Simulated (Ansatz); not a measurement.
Cost and result for the atomization energy of C$_{2}$H$_{7}$BSi, SMILES `BC1C[SiH2]1` (11 atoms, 11 bonds).

```xyz
11

B     0.553    1.149    0.862
C    -0.283    0.730   -0.306
C     0.103   -0.365   -1.281
Si   -0.374   -1.079    0.356
H     0.104    1.893    1.684
H     1.671    0.723    0.986
H    -1.289    1.129   -0.427
H    -0.552   -0.506   -2.133
H     1.158   -0.425   -1.529
H    -1.745   -1.585    0.556
H     0.655   -1.662    1.232
```

Total charge 0; spin multiplicity 1. The geometry is a stationary point of PBE0-D4/def2-TZVP. Program: Ansatz. All runs use 2 threads of an Arm Neoverse V2 on a shared host. Times are those of one run each, without the atoms' runs, and a repeat can differ threefold. Electronic energies, without spin–orbit coupling; frozen cores. CCSD(T)/CBS adds CCSD(T) − MP2 in def2-TZVPP to the MP2 limit, and its time is that of the two runs behind it. T1 = 0.011. HSE06 is the plane-wave form, built on full-range PBE exchange.

CCSD(T)/CBS is a level of theory with its own doubt, some kJ/mol a heavy atom from the limit and from the frozen cores, so smaller differences don't rank the functionals.

```csv
level,functions,wall time,atomization (kJ/mol),difference from CCSD(T)/CBS,per bond
LDA (SPW92)/def2-TZVPP,233,1.8 s,4494.0,524.2,47.7
revPBE-D4/def2-TZVPP,233,3 s,3961.2,-8.6,-0.8
BLYP-D4/def2-TZVPP,233,3.3 s,3953.4,-16.4,-1.5
CCSD(T)/def2-SVP,95,4.2 s,3787.2,-182.6,-16.6
HSE06-D4/def2-TZVPP,233,4.6 s,4007.3,37.5,3.4
B2PLYP/def2-TZVPP,233,8 s,3941.6,-28.2,-2.6
PBE-QIDH/def2-TZVPP,233,8.5 s,3980.5,10.7,1.0
ωB97X-V/def2-TZVPP,233,12 s,3993.9,24.1,2.2
B97M-V/def2-TZVPP,233,16 s,4009.1,39.3,3.6
ωB97M-V/def2-TZVPP (with forces),233,17 s,3999.2,29.4,2.7
MP2/def2-QZVPP,451,32 s,3975.8,6.0,0.5
CCSD(T)/def2-TZVPP,233,7.6 min,3883.1,-86.7,-7.9
CCSD(T)/CBS(def2),–,8.1 min,3969.8,0.0,0.0
```

The D4 term adds +34.3 kJ/mol with B3LYP and +17.7 kJ/mol with PBE0; it sums over pairs of atoms, weighted by their polarisabilities, and B3LYP, whose exchange is more repulsive, gets the larger term. From r2SCAN to r2SCAN0 (25 % exact exchange), in def2-TZVPP and without D4, the atomization energy moves by −34.6 kJ/mol: exact exchange takes away binding that semilocal exchange gives to molecules. Leaving LDA and LC-ωPBE aside and taking each functional with its dispersion term where it has one, the values, not all of them listed here, spread over 128.8 kJ/mol, from BHLYP-D4 to PBE-D4. LDA lies +475.6 kJ/mol from PBE without D4, its usual overbinding.

B3LYP here is the variant with VWN-RPA as its local correlation; programs differ in this.
